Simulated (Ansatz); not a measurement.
System: tribromo(methoxy)silane, CH₃Br₃OSi, net charge 0, singlet state. 
Geometry from a B3LYP-D3(BJ)/def2-TZVP (Ansatz, a first-principles code) optimisation:
SMILES: CO[Si](Br)(Br)Br
```xyz
9

Si    -0.2451    -0.0137    -0.1955
Br     0.0921    -1.7579     1.1353
Br    -0.0120     1.8328     1.0141
Br     1.1993    -0.0278    -1.8543
O     -1.7181    -0.0785    -0.8501
C     -2.9599    -0.0907    -0.1436
H     -3.7519    -0.1388    -0.8876
H     -3.0199    -0.9629     0.5096
H     -3.0716     0.8185     0.4495
```
Charge 0, spin multiplicity 1.

Property: atomisation energy (electronic, to ground-state atoms), in kcal/mol. Cores are frozen in the correlated levels unless marked. Open shells are spin-unrestricted. Spin-orbit coupling is left out. The frozen core is the preceding noble-gas configuration, with the filled d and f shells of earlier blocks. No relativistic terms. The coupled-cluster limit lacks core correlation, which all-electron functionals hold. CBS(X,Y): correlation extrapolated as X^-3; Hartree-Fock from the larger set. The bracket is a focal-point correction in the basis named.

```
level                                                              program  atomisation energy (kcal/mol)
----------------------------------------------------------  --------------  -----------------------------
r2SCAN/def2-TZVPD                                                   Ansatz                          757.3
PBE0/def2-SVP                                                       Ansatz                          743.3
B2PLYP-D4/def2-TZVPD                                        Ansatz + dftd4                          741.8
B2PLYP/def2-TZVPD                                                   Ansatz                          735.7
MP2/def2-SVP                                                        Ansatz                          713.6
CCSD/STO-3G                                                         Ansatz                          709.5
CCSD(T)/def2-QZVPP                                                  Ansatz                          743.6
RI-MP2/CBS(def2-TZVPP,def2-QZVPP)+[CCSD(T)-MP2]/def2-SVP            Ansatz                          757.2
RI-MP2/CBS(def2-TZVPP,def2-QZVPP)+[CCSD(T)-MP2]/def2-TZVPP          Ansatz                          753.0
CCSD(T)/CBS(def2-TZVPPD,def2-QZVPPD)                                Ansatz                          753.6
```
